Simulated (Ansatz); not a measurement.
One change: `[OH][Ga]([SH])[Br]` becomes `[OH][Ga]([SH])[SH]`.

Ansatz, PBE0-D4/def2-TZVP geometries, multiplicity 1. Each molecule was computed in one conformer, which needn't be the lowest.

Scalar relativity is left out up to krypton.

```csv
property,`[OH][Ga]([SH])[Br]`
LUMO energy (PBE0/def2-TZVPP) / eV,-1.30
HOMO–LUMO gap (PBE0/def2-TZVPP) / eV,6.83
size of the dipole moment (ωB97M-V/def2-TZVPP) / D,2.69
zero-point energy (PBE0-D4/def2-TZVP) / kJ/mol,62.9
size of the dipole moment (PBE/def2-TZVPP) / D,2.59
LUMO energy (B3LYP/def2-TZVPP) / eV,-1.62
```

Question: Give the same properties after the change, and the shifts. (Best estimate.)

Answer: Computed: 
```
                                          property  `[OH][Ga]([SH])[SH]`  shift
                LUMO energy (PBE0/def2-TZVPP) / eV                 -0.87   0.43
              HOMO–LUMO gap (PBE0/def2-TZVPP) / eV                  6.80  -0.03
size of the dipole moment (ωB97M-V/def2-TZVPP) / D                  1.83  -0.86
    zero-point energy (PBE0-D4/def2-TZVP) / kJ/mol                  85.1   22.2
    size of the dipole moment (PBE/def2-TZVPP) / D                  1.80  -0.79
               LUMO energy (B3LYP/def2-TZVPP) / eV                 -1.19   0.43
```

The zero-point energy changes by 22.2 kJ/mol with +3 modes. Dipoles are sizes alone; their direction can turn.

B3LYP here is the variant with VWN-RPA as its local correlation; programs differ in this.

Spin–orbit coupling is left out; it splits and shifts lone-pair levels of the heavy atoms by tenths of an eV.
